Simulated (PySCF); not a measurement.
Radial density of F⁺ (fluorine, charge +1)

UHF, [He] 2s2 2p4, high-spin 3P determinant. All numbers are calculated (PySCF 2.14, the spin-free X2C one-electron Hamiltonian (Gaussian nucleus), in Sapporo-DZP-2012).

```json
{"r (bohr)": "0.00336", "4πr²ρ (e/bohr)": "0.05917", "4πr²(ρα − ρβ)": "0.0000"}
{"r (bohr)": "0.00564", "4πr²ρ (e/bohr)": "0.1632", "4πr²(ρα − ρβ)": "0.0000"}
{"r (bohr)": "0.00949", "4πr²ρ (e/bohr)": "0.4340", "4πr²(ρα − ρβ)": "0.0000"}
{"r (bohr)": "0.0160", "4πr²ρ (e/bohr)": "1.087", "4πr²(ρα − ρβ)": "0.0001"}
{"r (bohr)": "0.0269", "4πr²ρ (e/bohr)": "2.536", "4πr²(ρα − ρβ)": "0.0004"}
{"r (bohr)": "0.0452", "4πr²ρ (e/bohr)": "5.161", "4πr²(ρα − ρβ)": "0.0028"}
{"r (bohr)": "0.0760", "4πr²ρ (e/bohr)": "8.470", "4πr²(ρα − ρβ)": "0.0172"}
{"r (bohr)": "0.128", "4πr²ρ (e/bohr)": "9.659", "4πr²(ρα − ρβ)": "0.0966"}
{"r (bohr)": "0.215", "4πr²ρ (e/bohr)": "6.524", "4πr²(ρα − ρβ)": "0.4167"}
{"r (bohr)": "0.362", "4πr²ρ (e/bohr)": "3.955", "4πr²(ρα − ρβ)": "1.1676"}
{"r (bohr)": "0.608", "4πr²ρ (e/bohr)": "5.753", "4πr²(ρα − ρβ)": "2.0169"}
{"r (bohr)": "1.02", "4πr²ρ (e/bohr)": "4.637", "4πr²(ρα − ρβ)": "1.4613"}
{"r (bohr)": "1.72", "4πr²ρ (e/bohr)": "1.078", "4πr²(ρα − ρβ)": "0.2997"}
{"r (bohr)": "2.89", "4πr²ρ (e/bohr)": "0.07769", "4πr²(ρα − ρβ)": "0.0254"}
{"r (bohr)": "4.87", "4πr²ρ (e/bohr)": "1.329e-05", "4πr²(ρα − ρβ)": "0.0000"}
```

Densities and radii are taken from the X2C orbitals without a picture-change correction, which distorts them close to the nucleus.
